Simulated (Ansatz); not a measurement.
Consider the substitution at a C–N bond: `C=NCO` + `S[SiH2]S` → `OCS[SiH2]S` + `C=N`.

Isolated molecules relaxed with PBE0-D4/def2-TZVP in Ansatz; ΔE leaves out vibrations. CCSD(T)/CBS is the MP2 limit (def2-TZVPP, def2-QZVPP) plus CCSD(T) − MP2 in def2-TZVPP, frozen cores. This one scheme is used for every species. Functionals use def2-TZVPP. B3LYP here is the variant with VWN-RPA as its local correlation; programs differ in this. Each species was taken in one conformer, which may not be the lowest.

```json
{"level": "PBE-D4", "ΔE (kJ/mol)": "-5.7", "difference from CCSD(T)/CBS": "-6.1"}
{"level": "ωB97X-V", "ΔE (kJ/mol)": "4.2", "difference from CCSD(T)/CBS": "3.8"}
{"level": "B2PLYP", "ΔE (kJ/mol)": "5.6", "difference from CCSD(T)/CBS": "5.2"}
{"level": "r2SCAN", "ΔE (kJ/mol)": "1.0", "difference from CCSD(T)/CBS": "0.6"}
{"level": "B3LYP", "ΔE (kJ/mol)": "8.2", "difference from CCSD(T)/CBS": "7.8"}
{"level": "CCSD/def2-TZVPP", "ΔE (kJ/mol)": "8.4", "difference from CCSD(T)/CBS": "8.0"}
{"level": "CCSD(T)/def2-TZVPP", "ΔE (kJ/mol)": "4.0", "difference from CCSD(T)/CBS": "3.6"}
{"level": "HF/CBS(def2)", "ΔE (kJ/mol)": "22.7", "difference from CCSD(T)/CBS": "22.3"}
{"level": "MP2/CBS(def2)", "ΔE (kJ/mol)": "-1.9", "difference from CCSD(T)/CBS": "-2.3"}
{"level": "CCSD/CBS(def2)", "ΔE (kJ/mol)": "4.8", "difference from CCSD(T)/CBS": "4.4"}
{"level": "CCSD(T)/CBS", "ΔE (kJ/mol)": "0.4", "difference from CCSD(T)/CBS": "0"}
```

Largest T1 diagnostic among the species: 0.012.

In def2-TZVPP, CCSD(T) changes the Hartree–Fock value by −18.3 kJ/mol (the triples alone add −4.4 kJ/mol) and MP2 by −20.7 kJ/mol. The D4 term adds −9.0 kJ/mol with B3LYP and −5.0 kJ/mol with PBE0; it sums over pairs of atoms, weighted by their polarisabilities, and B3LYP, whose exchange is more repulsive, gets the larger term.
